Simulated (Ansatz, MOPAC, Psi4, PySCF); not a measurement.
Molecule: BeCl₂ (charge 0, singlet). SMILES: [Cl][Be][Cl]
Structure (B3LYP-D3(BJ)/def2-TZVP (Ansatz, a quantum-chemistry and plane-wave program) minimum search):
```
Be
Cl 1 1.8041
Cl 1 1.8041 2 180.00
```
Charge 0, spin multiplicity 1.

Quantity: vertical ionisation energy to the doublet, in eV. Set-up: 6-311+G** with 5d, 6d on Na to Ar in Ansatz; PM7 with its own dispersion and hydrogen-bond terms; no dispersion term unless named; frozen cores in correlated levels; spin-orbit terms left out; non-relativistic; 6-31G* and kin with 6d, 5d where marked; open shells spin-unrestricted; each state is the SCF solution reached for its charge and spin. Ab initio and DFT rows: single points at B3LYP-D3(BJ) geometries (Ansatz). Semi-empirical rows: differences of heats of formation at the shared geometry for vertical values.

| level | program | vertical ionisation energy to the doublet (eV) |
|---|---|---|
| PM3 | MOPAC | 11.37 |
| PM7 | MOPAC | 11.85 |
| HF/6-31G* | Ansatz | 11.58 |
| HF/6-311+G** | Ansatz | 11.58 |
| PBE/6-31G* | Ansatz | 11.49 |
| B3LYP/STO-3G | Ansatz | 10.97 |
| B3LYP/3-21G | Ansatz | 11.99 |
| B3LYP/6-31G* | Ansatz | 11.80 |
| B3LYP/6-311+G** | Ansatz | 11.87 |
| M06-2X/6-31G* (5d) | PySCF | 12.25 |
| wB97X-D/6-31G* | Psi4 | 12.16 |
| MP2/6-31G* | Ansatz | 12.25 |
| MP2/6-311+G** | Ansatz | 12.31 |
| wB97X-V/def2-TZVPD | Ansatz | 12.32 |

No value to compare with is used here. The 13 habitual levels span 10.97 (B3LYP/STO-3G) to 12.31 eV (MP2/6-311+G**); wB97X-V/def2-TZVPD gives 12.32.

The levels are drawn from those run, B3LYP/6-31G* more often than the rest, none by its result; runs whose electronic state is in doubt are left out.
